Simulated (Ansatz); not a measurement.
Relaxation of AlClH$_{6}$OSSi (11 atoms, charge 0, multiplicity 1), to a largest force component of 0.03 eV/Å in at most 50 steps.

The calculation used Ansatz 0.2.0, RKS B3LYP-D4/def2-SVP.

```xyz
11
Properties=species:S:1:pos:R:3
Al 0.146 -0.580 -0.527
O 0.120 -0.195 2.412
Si -1.354 -0.439 3.189
H -2.239 -1.324 2.371
H -1.166 -1.061 4.530
H -1.975 0.905 3.330
Cl 1.831 0.582 -1.016
H -1.316 -0.123 -0.832
S 0.629 -2.633 0.244
H -0.670 -2.973 0.430
H 0.650 -1.018 2.282
```

Q: Where does it end, and by what steps?

A: It converged. After 28 steps the energy has fallen by 0.796 eV; Cl7 moved furthest, 1.96 Å. Joined: Al1–O2 (2.96 → 1.97 Å).

```json
{"step": "0", "energy less start (eV)": "0.0000", "largest force component (eV/Å)": "0.654", "accepted": "yes"}
{"step": "1", "energy less start (eV)": "-0.1714", "largest force component (eV/Å)": "0.617", "accepted": "yes"}
{"step": "2", "energy less start (eV)": "-0.3807", "largest force component (eV/Å)": "0.720", "accepted": "yes"}
{"step": "3", "energy less start (eV)": "-0.5168", "largest force component (eV/Å)": "0.820", "accepted": "yes"}
{"step": "4", "energy less start (eV)": "-0.5969", "largest force component (eV/Å)": "0.287", "accepted": "yes"}
{"step": "5", "energy less start (eV)": "-0.6182", "largest force component (eV/Å)": "0.353", "accepted": "yes"}
{"step": "6", "energy less start (eV)": "-0.6398", "largest force component (eV/Å)": "0.386", "accepted": "yes"}
{"step": "7", "energy less start (eV)": "-0.6612", "largest force component (eV/Å)": "0.281", "accepted": "yes"}
{"step": "8", "energy less start (eV)": "-0.6800", "largest force component (eV/Å)": "0.253", "accepted": "yes"}
{"step": "9", "energy less start (eV)": "-0.6898", "largest force component (eV/Å)": "0.193", "accepted": "yes"}
{"step": "10", "energy less start (eV)": "-0.6976", "largest force component (eV/Å)": "0.247", "accepted": "yes"}
{"step": "11", "energy less start (eV)": "-0.7032", "largest force component (eV/Å)": "0.169", "accepted": "yes"}
{"step": "12", "energy less start (eV)": "-0.7131", "largest force component (eV/Å)": "0.140", "accepted": "yes"}
{"step": "13", "energy less start (eV)": "-0.7144", "largest force component (eV/Å)": "0.251", "accepted": "yes"}
{"step": "14", "energy less start (eV)": "-0.7224", "largest force component (eV/Å)": "0.366", "accepted": "yes"}
{"step": "15", "energy less start (eV)": "-0.7302", "largest force component (eV/Å)": "0.135", "accepted": "yes"}
{"step": "16", "energy less start (eV)": "-0.7294", "largest force component (eV/Å)": "0.222", "accepted": "no"}
{"step": "17", "energy less start (eV)": "-0.7388", "largest force component (eV/Å)": "0.054", "accepted": "yes"}
{"step": "18", "energy less start (eV)": "-0.7461", "largest force component (eV/Å)": "0.082", "accepted": "yes"}
{"step": "19", "energy less start (eV)": "-0.7551", "largest force component (eV/Å)": "0.155", "accepted": "yes"}
{"step": "20", "energy less start (eV)": "-0.7607", "largest force component (eV/Å)": "0.316", "accepted": "yes"}
{"step": "21", "energy less start (eV)": "-0.7675", "largest force component (eV/Å)": "0.258", "accepted": "yes"}
{"step": "22", "energy less start (eV)": "-0.7821", "largest force component (eV/Å)": "0.160", "accepted": "yes"}
{"step": "23", "energy less start (eV)": "-0.7881", "largest force component (eV/Å)": "0.129", "accepted": "yes"}
{"step": "24", "energy less start (eV)": "-0.7913", "largest force component (eV/Å)": "0.079", "accepted": "yes"}
{"step": "25", "energy less start (eV)": "-0.7942", "largest force component (eV/Å)": "0.058", "accepted": "yes"}
{"step": "26", "energy less start (eV)": "-0.7959", "largest force component (eV/Å)": "0.054", "accepted": "yes"}
{"step": "27", "energy less start (eV)": "-0.7945", "largest force component (eV/Å)": "0.112", "accepted": "no"}
{"step": "28", "energy less start (eV)": "-0.7961", "largest force component (eV/Å)": "0.022", "accepted": "yes"}
```

```xyz
11
Properties=species:S:1:pos:R:3
Al 0.022 -0.733 0.095
O -0.905 -1.126 1.787
Si -1.265 -0.062 3.111
H -2.281 -0.776 3.926
H -0.038 0.180 3.904
H -1.814 1.155 2.480
Cl 1.153 0.959 0.789
H -1.086 -0.479 -0.994
S 1.159 -2.665 0.094
H 0.307 -3.279 -0.763
H -0.596 -2.033 1.986
```

Whether the end is a true minimum wasn't checked by a vibrational analysis.

The run took 55 s on 4 threads of Arm Neoverse V2 (shared host), peak memory 0.29 GiB.
